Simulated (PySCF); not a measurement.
CH₅FN₂Si₂, SMILES [SiH2]1N=C[Si@@H](F)N1.

Geometry optimised at PBE-D3(BJ)/def2-SVP. The structure was generated by enumeration; whether it is a known compound was not checked.

Two levels are set side by side: TDA-PBE/def2-SVPD (PySCF) and TDA-LC-ωPBE/def2-SVPD (PySCF). Vertical, same geometry. The lowest singlet is HOMO→LUMO 99 % with PBE and HOMO→LUMO 94 % with the other functional; states are paired by order. Differences are taken from unrounded values.

```
quantity                               TDA-PBE
-------------------------------------  -------
lowest singlet excitation (eV)            3.42
lowest triplet excitation (TDA) (eV)      2.70
first bright state (f over 0.05) (eV)     6.46
its oscillator strength                   0.08
```

**Question.** These are the TDA-PBE values. What does TDA-LC-ωPBE give? (The exact figures need the calculation; the answer reports its results.)

**Answer.** 
```csv
quantity,TDA-LC-ωPBE,TDA-PBE minus TDA-LC-ωPBE
lowest singlet excitation (eV),3.68,-0.26
lowest triplet excitation (TDA) (eV),2.87,-0.16
first bright state (f over 0.05) (eV),7.81,-1.36
its oscillator strength,0.11,-0.03
```

Functionals without exact exchange tend to place singlet excitations lower, as here. Differences between two approximate levels are no errors against the true value.

Rough cost on one machine, each run with all the roots and properties that it gave: TDA-LC-ωPBE against TDA-PBE about 3 times.
